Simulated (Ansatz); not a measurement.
B4H3, relaxed as a doublet with UKS B3LYP-D4/def2-TZVP in Ansatz, starting from the GFN1-xTB geometry. Force threshold 0.02 eV/Å.

The structure comes from a short search, and lower isomers may exist.

Start:

```xyz
7

B     0.5066    0.7681    0.6297
B     1.2169    0.2084   -0.6131
B    -0.3139   -0.4725   -0.3904
B    -0.8976    0.2723    1.0104
H     2.1574    0.1956   -1.3132
H    -0.8542   -1.2862   -1.0627
H    -1.8152    0.3143    1.7393
```

| step | energy (eV) | largest force component (eV/Å) | SCF passes |
| --- | --- | --- | --- |
| 1 | -2751.3331 | 1.521 | 21 |
| 2 | -2751.6454 | 1.277 | 24 |
| 3 | -2751.7789 | 0.782 | 21 |
| 4 | -2751.8210 | 0.364 | 22 |
| 5 | -2751.8277 | 0.030 | 22 |
| 6 | -2751.8278 | 0.004 | 24 |

Force components are those of the run's own axes.

End:

```xyz
7

B     0.4672    0.7041    0.5807
B     1.3326    0.2866   -0.5974
B    -0.2652   -0.3996   -0.3297
B    -0.9084    0.3532    1.1247
H     2.1131    0.0721   -1.4453
H    -0.8029   -1.2099   -0.9980
H    -1.9364    0.1935    1.6650
```

By distances, no bond broke or formed. The bond that changes most is B1–B3, from 1.80 to 1.61 Å (atoms count from 1).

No frequencies were taken in this run, so the end may be a saddle point.

Run time 8 s (4 threads of Arm Neoverse V1 on a shared host).
